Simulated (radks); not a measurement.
Question: The samarium ion Sm+ is in [Xe] 4f6 6s1. All-electron calculation, scalar-relativistic Kohn-Sham, PBE, spin-polarised, spherical densities, finite nucleus; Fermi nuclear charge, rms radius of each element as measured or else 0.836 A^(1/3) + 0.57 fm. Program: a radial shooting solver on a logarithmic mesh with Libxc functionals. Open shells are filled with parallel spins first. One electron is removed from 4f, 6s, 5s, 5p in turn, with full relaxation. Which removal costs least, and what does each cost?

Answer: 6s 11.374 eV; 4f 17.398 eV; 5p 33.213 eV; 5s 53.395 eV. The 6s electron leaves first.
